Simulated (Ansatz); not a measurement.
Start from `COB(C)OC` and change one atom or group to get `CO[B](C)[AlH2]`.

Ansatz, PBE0-D4/def2-TZVP geometries, multiplicity 1. Each molecule was computed in one conformer, which needn't be the lowest.

| property | `COB(C)OC` |
| --- | --- |
| HOMO energy (B3LYP/def2-TZVPP) / eV | -7.88 |
| HOMO–LUMO gap (PBE0/def2-TZVPP) / eV | 9.05 |
| LUMO energy (PBE/def2-TZVPP) / eV | 0.17 |
| HOMO–LUMO gap (PBE/def2-TZVPP) / eV | 6.75 |
| LUMO energy (B3LYP/def2-TZVPP) / eV | 0.61 |
| HOMO energy (ωB97M-V/def2-TZVPP) / eV | -10.52 |

(1) Give the same properties after the change, and the shifts. (Best estimate.)

## Answers

(1) Ansatz gave: 
```tsv
property	`CO[B](C)[AlH2]`	shift
HOMO energy (B3LYP/def2-TZVPP) / eV	-6.55	1.33
HOMO–LUMO gap (PBE0/def2-TZVPP) / eV	5.14	-3.91
LUMO energy (PBE/def2-TZVPP) / eV	-2.35	-2.52
HOMO–LUMO gap (PBE/def2-TZVPP) / eV	3.22	-3.53
LUMO energy (B3LYP/def2-TZVPP) / eV	-1.77	-2.38
HOMO energy (ωB97M-V/def2-TZVPP) / eV	-8.83	1.69
```

With PBE0 the HOMO rises by 1.38 eV and the LUMO falls by 2.51 eV, so the gap narrows by about 3.89 eV. PBE moves the HOMO by 1.01 eV and ωB97M-V by 1.69 eV.

B3LYP here is the variant with VWN-RPA as its local correlation; programs differ in this.
